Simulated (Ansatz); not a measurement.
Start from `C=[N][GeH3]` and change one atom or group to get `BN=C`.

Ansatz, PBE0-D4/def2-TZVP geometries, multiplicity 1. 

Scalar relativity is left out up to krypton.

```
                                                                                  property  `C=[N][GeH3]`
                                                     HOMO–LUMO gap (B3LYP/def2-TZVPP) / eV           5.95
ideal-gas entropy at 298 K and 1 bar (rigid rotor, harmonic PBE0-D4/def2-TZVP) / J/(mol·K)            295
                                                       HOMO energy (B3LYP/def2-TZVPP) / eV          -6.89
                                                        LUMO energy (PBE0/def2-TZVPP) / eV          -0.68
                                                         HOMO energy (PBE/def2-TZVPP) / eV          -5.74
                                                         LUMO energy (PBE/def2-TZVPP) / eV          -1.83
```

What does the change do to each property? (Best estimate.)

Ansatz gave: 
```tsv
property	`BN=C`	shift
HOMO–LUMO gap (B3LYP/def2-TZVPP) / eV	6.53	0.58
ideal-gas entropy at 298 K and 1 bar (rigid rotor, harmonic PBE0-D4/def2-TZVP) / J/(mol·K)	254	-41
HOMO energy (B3LYP/def2-TZVPP) / eV	-7.70	-0.81
LUMO energy (PBE0/def2-TZVPP) / eV	-0.91	-0.23
HOMO energy (PBE/def2-TZVPP) / eV	-6.64	-0.90
LUMO energy (PBE/def2-TZVPP) / eV	-2.00	-0.17
```

With PBE0 the HOMO falls by 0.82 eV and the LUMO falls by 0.23 eV, so the gap widens by about 0.59 eV. PBE moves the HOMO by -0.90 eV and ωB97M-V by -0.85 eV. The zero-point energy changes by -5.4 kJ/mol with -3 modes.

B3LYP here is the variant with VWN-RPA as its local correlation; programs differ in this.
